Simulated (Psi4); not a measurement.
HClOPb (SMILES [OH][Pb][Cl]), singlet, at a GFN2-xTB geometry (such geometries of metal compounds can be far from the true shape) (core potentials on Pb); HF/def2-SV(P) in Psi4.

The Psi4 input:
```
memory 2 GB

molecule {
0 1
  Pb   -0.01142748   -0.16638688    0.36986898
  Cl    0.48415000    1.66406934   -1.22337806
  O    -0.77419631   -1.52971812   -1.07853780
  H    -1.09992640   -2.40770984   -0.90352668
}

set basis def2-sv(p)

energy('scf')
print_variables()
```

What the program printed (banner, timings and long lists left out):

```
   => Loading Basis Set <=

    Name: DEF2-SV(P)
    Role: ORBITAL
    Keyword: BASIS

    !!!  WARNING: ECP capability is in beta. Please check occupations closely.  !!!

         ---------------------------------------------------------
                                   SCF
               by Justin Turney, Rob Parrish, Andy Simmonett
                          and Daniel G. A. Smith
                              RHF Reference
         ---------------------------------------------------------

  ==> Geometry <==

    Molecular point group: c1
    Full point group: C1

    Geometry (in Angstrom), charge = 0, multiplicity = 1:

       Center              X                  Y                   Z               Mass
    ------------   -----------------  -----------------  -----------------  -----------------
         PB           0.148402584534    -0.311337447003     0.000000000018   207.976652500000
         CL          -1.735039393460     1.297155468125     0.000000000018    34.968852682000
         O            1.697643283649     1.150929223114     0.000000000018    15.994914619570
         H            2.633795284233     0.974243412007    -0.000000004656     1.007825032230

  Running in c1 symmetry.

  Rotational constants: A =      0.24285  B =      0.08660  C =      0.06384 [cm^-1]
  Rotational constants: A =   7280.57648  B =   2596.14220  C =   1913.73395 [MHz]
  Nuclear repulsion =  155.228665259888515

  Charge       = 0
  Multiplicity = 1
  Electrons    = 48
  Nalpha       = 24
  Nbeta        = 24

  ==> Algorithm <==

  SCF Algorithm Type is DF.
  DIIS enabled.
  MOM disabled.
  Fractional occupation disabled.
  Guess Type is SAD.
  Energy threshold   = 1.00e-06
  Density threshold  = 1.00e-06
  Integral threshold = 1.00e-12

  ==> Primary Basis <==

  Basis Set: DEF2-SV(P)
    Blend: DEF2-SV(P)
    Number of shells: 26
    Number of basis functions: 60
    Number of Cartesian functions: 64
    Spherical Harmonics?: true
    Max angular momentum: 2

  Core potential: DEF2-SV(P)
    Number of shells: 4
    Number of ECP primitives: 18
    Number of ECP core electrons: 60
    Max angular momentum: 3

   => Loading Basis Set <=

    Name: (DEF2-SV(P) AUX)
    Role: JKFIT
    Keyword: DF_BASIS_SCF

  ==> Integral Setup <==

  SCF_SUBTYPE=INCORE selected. In-core MEM_DF algorithm will be used.
  Using in-core AOs.

  ==> MemDFJK: Density-Fitted J/K Matrices <==

    J tasked:                   Yes
    K tasked:                   Yes
    wK tasked:                   No
    Algorithm:                 Core
    Schwarz Cutoff:           1E-12
    Mask sparsity (%):       2.9444
    Fitting Condition:        1E-10

   => Auxiliary Basis Set <=

  Basis Set: (DEF2-SV(P) AUX)
    Blend: DEF2-UNIVERSAL-JKFIT
    Number of shells: 122
    Number of basis functions: 474
    Number of Cartesian functions: 629
    Spherical Harmonics?: true
    Max angular momentum: 6

  Minimum eigenvalue in the overlap matrix is 3.2325894421E-02.
  Reciprocal condition number of the overlap matrix is 9.0497956560E-03.
    Using symmetric orthogonalization.

  ==> Pre-Iterations <==

  SCF Guess: Superposition of Atomic Densities via on-the-fly atomic UHF (no occupation information).

   -------------------------
    Irrep   Nso     Nmo
   -------------------------
     A         60      60
   -------------------------
    Total      60      60
   -------------------------

  ==> Iterations <==

                           Total Energy        Delta E     RMS |[F,P]|

   @DF-RHF iter SAD:  -724.31057064747881   -7.24311e+02   0.00000e+00
   @DF-RHF iter   1:  -726.45149095052705   -2.14092e+00   9.77686e-03 DIIS/ADIIS
   @DF-RHF iter   2:  -726.52894537146074   -7.74544e-02   7.88023e-03 DIIS/ADIIS
   @DF-RHF iter   3:  -726.61573019595096   -8.67848e-02   8.00423e-04 DIIS/ADIIS
   @DF-RHF iter   4:  -726.61704977006218   -1.31957e-03   2.07501e-04 DIIS/ADIIS
   @DF-RHF iter   5:  -726.61723487271001   -1.85103e-04   5.92672e-05 DIIS
   @DF-RHF iter   6:  -726.61725595095834   -2.10782e-05   2.05810e-05 DIIS
   @DF-RHF iter   7:  -726.61725919571984   -3.24476e-06   6.41832e-06 DIIS
   @DF-RHF iter   8:  -726.61725955041004   -3.54690e-07   1.88566e-06 DIIS
   @DF-RHF iter   9:  -726.61725958252771   -3.21177e-08   6.27440e-07 DIIS
  Energy and wave function converged.

  ==> Post-Iterations <==

    Orbital Energies [Eh]
    ---------------------

    Doubly Occupied:

[...]
    Virtual:

[...]
    Final Occupation by Irrep:
              A
    DOCC [    24 ]
    NA   [    24 ]
    NB   [    24 ]

  @DF-RHF Final Energy:  -726.61725958252771

   => Energetics <=

    Nuclear Repulsion Energy =            155.2286652598885155
    One-Electron Energy =               -1386.0659869962150879
    Two-Electron Energy =                 504.2200621537988923
    Total Energy =                       -726.6172595825278222

Computation Completed

Properties will be evaluated at   0.000000,   0.000000,   0.000000 [a0]

Properties computed using the SCF density matrix

 Multipole Moments:

 ------------------------------------------------------------------------------------
     Multipole            Electronic (a.u.)      Nuclear  (a.u.)        Total (a.u.)
 ------------------------------------------------------------------------------------

 L = 1.  Multiply by 2.5417464519 to convert [e a0] to [Debye]
 Dipole X            :         19.8359333          -18.9272536            0.9086797
 Dipole Y            :        -50.0657378           47.9686120           -2.0971257
 Dipole Z            :         -0.0000003           -0.0000000           -0.0000003
 Magnitude           :                                                    2.2855273

 ------------------------------------------------------------------------------------

  Variable Map:
  ----------------------------------------------------------------------------
[...]
  Array Variable Map:
  ----------------------------------------------------------------------------
[...]
[...]
```
